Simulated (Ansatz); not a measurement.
Gas-phase electronic energies from Ansatz, PBE0-D4/def2-TZVP geometries. CCSD(T)/CBS adds triple-zeta CCSD(T) − MP2 to the extrapolated MP2 energy (def2 sets, frozen cores). DFT in def2-TZVPP. For Ge outer-core shells are correlated without core-valence functions, which leaves a few kJ/mol of doubt a bond. Scalar relativity is left out up to krypton. One conformer a species, not always the lowest.

Reaction (substitution at a C–C bond): `CC1C=NCO1` + `[OH][GeH]([OH])[OH]` → `C[O][GeH]([OH])[OH]` + `C1=NCOC1`

```json
{"level": "LDA (SPW92)", "ΔE (kJ/mol)": "74.3"}
{"level": "HF/def2-QZVPP", "ΔE (kJ/mol)": "61.6"}
```

What does CCSD(T)/CBS give? (Estimate.)

The calculation gave: +74.5 kJ/mol. The listed levels differ from it by -0.2, -12.9 kJ/mol.

Largest T1 diagnostic among the species: 0.012.

Leaving LDA and LC-ωPBE aside and taking each functional with its dispersion term where it has one, the values, not all of them listed here, spread over 10.6 kJ/mol, from BLYP-D4 to PBE-QIDH. LDA lies +6.5 kJ/mol from PBE without D4. From BLYP to BHLYP (50 % exact exchange), in def2-TZVPP and without D4, ΔE moves by +4.9 kJ/mol. At CCSD(T), def2-SVP lies −7.8 kJ/mol from the extrapolated value and def2-TZVPP −2.2 kJ/mol.
